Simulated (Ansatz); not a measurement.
`CC[SiH](C)C[SiH](C)C[SiH](C)C[SiH](C)C`, relaxed as a singlet with RKS PBE-D4/def2-SVP in Ansatz, starting from the GFN2-xTB geometry. Force threshold 0.03 eV/Å.

Start:

| atom | x (Å) | y (Å) | z (Å) |
| --- | --- | --- | --- |
| C1 | 2.919 | 3.925 | -2.964 |
| C2 | 2.712 | 2.758 | -3.925 |
| Si3 | 2.471 | 1.067 | -3.062 |
| C4 | 4.020 | 0.641 | -2.045 |
| C5 | 0.951 | 1.077 | -1.915 |
| Si6 | 0.444 | -0.641 | -1.262 |
| C7 | -0.334 | -1.634 | -2.681 |
| C8 | -0.806 | -0.498 | 0.169 |
| Si9 | -1.068 | -2.108 | 1.149 |
| C10 | 0.485 | -2.475 | 2.178 |
| C11 | -2.583 | -2.009 | 2.302 |
| Si12 | -2.609 | -0.644 | 3.632 |
| C13 | -3.839 | -1.130 | 5.003 |
| C14 | -3.163 | 1.005 | 2.860 |
| H15 | 2.063 | 4.033 | -2.301 |
| H16 | 3.805 | 3.765 | -2.354 |
| H17 | 3.047 | 4.862 | -3.506 |
| H18 | 3.572 | 2.698 | -4.594 |
| H19 | 1.849 | 2.968 | -4.558 |
| H20 | 2.300 | 0.065 | -4.133 |
| H21 | 4.918 | 0.669 | -2.654 |
| H22 | 4.158 | 1.335 | -1.220 |
| H23 | 3.937 | -0.355 | -1.622 |
| H24 | 1.153 | 1.734 | -1.069 |
| H25 | 0.107 | 1.518 | -2.444 |
| H26 | 1.647 | -1.347 | -0.780 |
| H27 | -1.223 | -1.146 | -3.069 |
| H28 | -0.623 | -2.625 | -2.349 |
| H29 | 0.362 | -1.748 | -3.505 |
| H30 | -0.476 | 0.278 | 0.858 |
| H31 | -1.762 | -0.162 | -0.228 |
| H32 | -1.299 | -3.229 | 0.211 |
| H33 | 0.738 | -1.638 | 2.822 |
| H34 | 0.345 | -3.345 | 2.811 |
| H35 | 1.339 | -2.664 | 1.537 |
| H36 | -2.677 | -2.974 | 2.798 |
| H37 | -3.475 | -1.906 | 1.684 |
| H38 | -1.284 | -0.465 | 4.257 |
| H39 | -3.884 | -0.375 | 5.783 |
| H40 | -4.845 | -1.255 | 4.612 |
| H41 | -3.554 | -2.066 | 5.473 |
| H42 | -4.139 | 0.914 | 2.393 |
| H43 | -2.466 | 1.341 | 2.099 |
| H44 | -3.232 | 1.786 | 3.611 |

Problem. Estimate the energy that the relaxation releases and the steps that it takes.

Solution. 31.0 kJ/mol, in 8 steps; 34 s on 2 threads of AMD EPYC 7R13 on a shared host and a share (18 GiB) of an NVIDIA H100 80GB HBM3. The force fell under the threshold at step 4, but the optimiser went on and released 0.005 eV more. No frequencies were taken in this run, so the end may be a saddle point.

Problem. Does the start keep its bonding and symmetry?

Solution. By distances, no bond broke or formed. The bond that changes most is Si6–H26, from 1.48 to 1.51 Å (atoms count from 1).

Problem. Predict the relaxed structure.

Solution. 
```
atom    x (Å)    y (Å)    z (Å)
  C1   2.7978   3.9709  -2.8613
  C2   2.5869   2.8140  -3.8476
 Si3   2.4480   1.0953  -3.0407
  C4   4.0572   0.6476  -2.1492
  C5   1.0001   1.0453  -1.8144
 Si6   0.4942  -0.6775  -1.2030
  C7  -0.2769  -1.6643  -2.6196
  C8  -0.7285  -0.5550   0.2423
 Si9  -1.0754  -2.1740   1.1686
 C10   0.4420  -2.6700   2.1824
 C11  -2.5920  -2.0245   2.2996
Si12  -2.6146  -0.5803   3.5295
 C13  -3.8133  -0.9466   4.9492
 C14  -3.1233   1.0275   2.6675
 H15   1.9621   4.0452  -2.1342
 H16   3.7299   3.8439  -2.2720
 H17   2.8700   4.9517  -3.3764
 H18   3.4192   2.7732  -4.5851
 H19   1.6651   2.9789  -4.4485
 H20   2.2038   0.0884  -4.1420
 H21   4.9167   0.6523  -2.8503
 H22   4.2747   1.3719  -1.3371
 H23   3.9916  -0.3608  -1.6928
 H24   1.2674   1.6748  -0.9366
 H25   0.1079   1.5182  -2.2831
 H26   1.7340  -1.3993  -0.7229
 H27  -1.1905  -1.1564  -2.9931
 H28  -0.5646  -2.6816  -2.2867
 H29   0.4293  -1.7617  -3.4685
 H30  -0.3417   0.1857   0.9773
 H31  -1.6834  -0.1432  -0.1534
 H32  -1.3514  -3.2619   0.1537
 H33   0.6612  -1.9075   2.9578
 H34   0.2801  -3.6409   2.6938
 H35   1.3362  -2.7685   1.5340
 H36  -2.6718  -2.9762   2.8714
 H37  -3.5094  -1.9609   1.6733
 H38  -1.2306  -0.3968   4.1123
 H39  -3.8370  -0.1115   5.6790
 H40  -4.8437  -1.0929   4.5640
 H41  -3.5204  -1.8669   5.4945
 H42  -4.1310   0.9248   2.2136
 H43  -2.4138   1.3033   1.8626
 H44  -3.1620   1.8665   3.3921
```
Bond lengths: 12 × C–Si 1.89 to 1.90 Å; 1 × C–C 1.53 Å; 26 × C–H 1.11 Å; 4 × H–Si 1.51 Å.
